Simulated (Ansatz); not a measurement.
Se(OH)(OSiH3) (H₄O₂SeSi), SMILES O([Se]O)[SiH3].

Geometry: PBE-D3(BJ)/def2-SVP. This is a generated structure with no PubChem entry under its InChIKey; it may be hypothetical. Other conformers were not sampled.

Two levels are set side by side: PBE/def2-SVPD (Ansatz, a first-principles code) and CAM-B3LYP/def2-SVPD (Ansatz). Energy differences of separate SCF runs at the same geometry; the states with an electron removed or added have multiplicity 2 and 2. Differences are taken from unrounded values.

| quantity | CAM-B3LYP |
|---|---|
| vertical ionisation energy (eV) | 9.28 |
| vertical singlet–triplet gap (eV) | 3.09 |

**Question.** What does PBE give, and how far is it from CAM-B3LYP? (The exact figures need the calculation; the answer reports its results.)

**Answer.** 
```tsv
quantity	PBE	PBE minus CAM-B3LYP
vertical ionisation energy (eV)	8.90	-0.38
vertical singlet–triplet gap (eV)	2.87	-0.22
```
